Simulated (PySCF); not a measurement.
1,1-difluoro-1-methoxyethane (C3H6F2O), SMILES FC(OC)(C)F. Geometry optimised at PBE-D3(BJ)/def2-SVP. The values are those of a single conformer.

All values below come from PySCF 2.14.0 with PBE-D3(BJ)/def2-SVP.

Harmonic wavenumbers (cm⁻¹): 84, 170, 235, 271, 363, 370, 497, 567, 571, 778, 902, 927, 1096, 1134, 1140, 1160, 1225, 1240, 1355, 1398, 1406, 1411, 1427, 1436, 2941, 3004, 3026, 3089, 3106, 3111. Rotational constants (GHz): 4.893, 2.919, 2.854; symmetry number 1.

Work out the zero-point energy and the ideal-gas rigid-rotor harmonic-oscillator thermochemistry at 298.15 K and 1 atm.

ZPE = ½ Σ hcν = ½ × 39438 cm⁻¹ = 235.89 kJ/mol. H − E(el) = 256.20 kJ/mol. Entropy in J/(mol K): translation 165.68, rotation 110.75, vibration 60.38, total 336.81. G − E(el) = 155.79 kJ/mol. Cp = 106.70 J/(mol K). Modes under 150 cm⁻¹ make the vibrational entropy uncertain.
